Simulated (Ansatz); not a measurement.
Ideal-gas functions of C2H5BO, SMILES `BC1CO1` at 500 K and 1 bar, from an Ansatz frequency run at PBE0-D4/def2-TZVP.

Molar mass 55.87 g/mol, point group C1 (symmetry number 1), electronic degeneracy 1, moments of inertia 27.042, 71.312, 77.63 u Å². Harmonic wavenumbers (cm⁻¹, unscaled): 214, 324, 384, 774, 849, 883, 940, 999, 1060, 1108, 1154, 1168, 1233, 1277, 1395, 1516, 2591, 2679, 3098, 3138, 3189.

Use S(trans) = R[1.5 ln M + 2.5 ln T − 1.1517]; rotational temperatures θ = 24.2544 K / I; S(rot) = R[ln(√π/σ · √(T³/θAθBθC)) + 1.5]; for each mode x = 1.438777 ν̃/T, S = R[x/(eˣ − 1) − ln(1 − e⁻ˣ)] and H = RT x/(eˣ − 1); 1 cm⁻¹ = 0.0119627 kJ/mol; R = 8.31446 J/(mol·K).

Task: By hand: the entropy, in J/(mol·K).

Result: Translation 169.8. Rotation: θ = 0.8969, 0.3401, 0.3124 K, giving 104.5. Vibration, mode by mode: 12.48, 9.19, 7.89, 3.19, 2.69, 2.49, 2.19, 1.91, 1.66, 1.49, 1.34, 1.30, 1.12, 1.01, 0.77, 0.58, 0.04, 0.03, 0.01, 0.01, 0.01, in all 51.4. Electronic 0.0. Sum 325.7 J/(mol·K).

Task: By hand: H − E and G − E in kJ/mol, counted from the electronic energy.

Result: Zero-point energy ½ × 29973 × 0.0119627 = 179.3; thermal vibration 16.0; translation, rotation and pV give 4 RT = 16.6. H − E = 211.9 kJ/mol, and G − E = 211.9 − 500 × 325.7/1000 = 49.1 kJ/mol.

Vibration gives 16 % of the entropy. The sum counts one conformer and one mirror image; others add a mixing term.
